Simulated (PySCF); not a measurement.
isotetrasilane (H$_{10}$Si$_{4}$), singlet, geometry from GFN2-xTB; DF-R2SCAN/def2-SVP (PySCF).

PySCF was given this input:
```python
from pyscf import gto, scf, dft

mol = gto.Mole()
mol.atom = '''
    Si   -0.01394313    2.09614472   -0.79913652
    Si    0.04558500    0.14517732    0.46898895
    Si    1.91744944   -1.16426879    0.02240857
    Si   -1.94350764   -1.05927062    0.36518505
    H     1.20137455    2.90488590   -0.67825699
    H    -0.16176468    1.78520261   -2.22362805
    H    -1.12917524    2.98053605   -0.45309522
    H     0.18280575    0.58219256    1.88074744
    H     3.18280585   -0.44523778    0.18824825
    H     1.89596136   -1.64599453   -1.36149566
    H     2.00972012   -2.35449961    0.87123596
    H    -1.95871071   -2.23300110    1.24140469
    H    -3.12199303   -0.26661890    0.72371910
    H    -2.17919530   -1.55642221   -0.99312418
'''
mol.basis = 'def2-svp'
mol.verbose = 4
mol.build()

mf = dft.RKS(mol)
mf.xc = 'r2scan'
mf.grids.level = 5
mf = mf.density_fit(auxbasis='def2-universal-jkfit')
mf.kernel()
```

It wrote (shortened):

```
PySCF version 2.14.0

[INPUT] verbose = 4
[INPUT] num. atoms = 14
[INPUT] num. electrons = 66
[INPUT] charge = 0
[INPUT] spin (= nelec alpha-beta = 2S) = 0
[INPUT] symmetry False subgroup None
[INPUT] Mole.unit = angstrom
[INPUT] Symbol           X                Y                Z      unit          X                Y                Z       unit  Magmom
[INPUT]  1 Si    -0.013943130000   2.096144720000  -0.799136520000 AA   -0.026348697019   3.961139438253  -1.510149158938 Bohr   0.0
[INPUT]  2 Si     0.045585000000   0.145177320000   0.468988950000 AA    0.086143165388   0.274345374298   0.886260670947 Bohr   0.0
[INPUT]  3 Si     1.917449440000  -1.164268790000   0.022408570000 AA    3.623454299301  -2.200149148479   0.042346060143 Bohr   0.0
[INPUT]  4 Si    -1.943507640000  -1.059270620000   0.365185050000 AA   -3.672697160600  -2.001731363598   0.690099729286 Bohr   0.0
[INPUT]  5 H      1.201374550000   2.904885900000  -0.678256990000 AA    2.270268872523   5.489438774111  -1.281719953172 Bohr   0.0
[INPUT]  6 H     -0.161764680000   1.785202610000  -2.223628050000 AA   -0.305690941828   3.373544009759  -4.202048017401 Bohr   0.0
[INPUT]  7 H     -1.129175240000   2.980536050000  -0.453095220000 AA   -2.133831950240   5.632396838893  -0.856225874150 Bohr   0.0
[INPUT]  8 H      0.182805750000   0.582192560000   1.880747440000 AA    0.345452801496   1.100184490159   3.554097571077 Bohr   0.0
[INPUT]  9 H      3.182805850000  -0.445237780000   0.188248250000 AA    6.014631364164  -0.841377464509   0.355737635929 Bohr   0.0
[INPUT] 10 H      1.895961360000  -1.645994530000  -1.361495660000 AA    3.582847713158  -3.110478864232  -2.572853917184 Bohr   0.0
[INPUT] 11 H      2.009720120000  -2.354499610000   0.871235960000 AA    3.797820613828  -4.449359423295   1.646397354273 Bohr   0.0
[INPUT] 12 H     -1.958710710000  -2.233001100000   1.241404690000 AA   -3.701426799152  -4.219760514853   2.345914873851 Bohr   0.0
[INPUT] 13 H     -3.121993030000  -0.266618900000   0.723719100000 AA   -5.899711789501  -0.503836700633   1.367630890117 Bohr   0.0
[INPUT] 14 H     -2.179195300000  -1.556422210000  -0.993124180000 AA   -4.118082288939  -2.941211711090  -1.876732707883 Bohr   0.0

nuclear repulsion = 328.347809175511
number of shells = 62
number of NR pGTOs = 214
number of NR cGTOs = 122
basis = def2-svp
ecp = {}

******** <class 'pyscf.df.df_jk.DFRKS'> ********
method = DFRKS
initial guess = minao
damping factor = 0
level_shift factor = 0
DIIS = <class 'pyscf.scf.diis.CDIIS'>
diis_start_cycle = 1
diis_space = 8
diis_damp = 0
SCF conv_tol = 1e-09
SCF conv_tol_grad = None
SCF max_cycles = 50
direct_scf = False
XC library pyscf.dft.libxc version 7.1.2
    S. Lehtola, C. Steigemann, M. J. T. Oliveira, and M. A. L. Marques,  SoftwareX 7, 1–5 (2018)
XC functionals = r2scan
    J. W. Furness, A. D. Kaplan, J. Ning, J. P. Perdew, and J. Sun,  J. Phys. Chem. Lett. 11, 8208–8215 (2020)
    J. W. Furness, A. D. Kaplan, J. Ning, J. P. Perdew, and J. Sun,  J. Phys. Chem. Lett. 11, 9248–9248 (2020)
    J. W. Furness, A. D. Kaplan, J. Ning, J. P. Perdew, and J. Sun,  J. Phys. Chem. Lett. 11, 8208–8215 (2020)
    J. W. Furness, A. D. Kaplan, J. Ning, J. P. Perdew, and J. Sun,  J. Phys. Chem. Lett. 11, 9248–9248 (2020)
radial grids:
    Treutler-Ahlrichs [JCP 102, 346 (1995); DOI:10.1063/1.469408] (M4) radial grids

becke partition: Becke, JCP 88, 2547 (1988); DOI:10.1063/1.454033
pruning grids: <function nwchem_prune>
grids dens level: 5
symmetrized grids: False
atomic radii adjust function: <function treutler_atomic_radii_adjust>
small_rho_cutoff = 0
Set gradient conv threshold to 3.16228e-05
Initial guess from minao.
tot grids = 409608
init E= -1163.15406529935
  HOMO = -0.307921237851033  LUMO = -0.0637845792072893  gap/eV = 6.64330
cycle= 1 E= -1163.47501556656  delta_E= -0.321  |g|= 0.165  |ddm|=  3.3
  HOMO = -0.280532452504437  LUMO = -0.0381308517424683  gap/eV = 6.59608
cycle= 2 E= -1163.47970007209  delta_E= -0.00468  |g|= 0.11  |ddm|= 0.356
  HOMO = -0.268253132268122  LUMO = -0.0264501043068814  gap/eV = 6.57980
cycle= 3 E= -1163.48397283381  delta_E= -0.00427  |g|= 0.0475  |ddm|= 0.23
  HOMO = -0.276884506760936  LUMO = -0.0340409785138154  gap/eV = 6.60811
cycle= 4 E= -1163.48494825776  delta_E= -0.000975  |g|= 0.00381  |ddm|= 0.0787
  HOMO = -0.277011152783163  LUMO = -0.03419579717721  gap/eV = 6.60734
cycle= 5 E= -1163.48495326312  delta_E= -5.01e-06  |g|= 0.000906  |ddm|= 0.00836
  HOMO = -0.276879699571632  LUMO = -0.034080596019487  gap/eV = 6.60690
cycle= 6 E= -1163.48495358426  delta_E= -3.21e-07  |g|= 0.000249  |ddm|= 0.00199
  HOMO = -0.276909666045279  LUMO = -0.0341023719241584  gap/eV = 6.60712
cycle= 7 E= -1163.48495360606  delta_E= -2.18e-08  |g|= 1.27e-05  |ddm|= 0.000436
  HOMO = -0.276909057072396  LUMO = -0.0341023116270041  gap/eV = 6.60711
cycle= 8 E= -1163.48495360613  delta_E= -6.62e-11  |g|= 5.37e-06  |ddm|= 4.19e-05
  HOMO = -0.276909604910223  LUMO = -0.0341028119440643  gap/eV = 6.60711
Extra cycle  E= -1163.48495360612  delta_E= 4.32e-12  |g|= 6.5e-06  |ddm|= 2.22e-05
converged SCF energy = -1163.48495360612
```
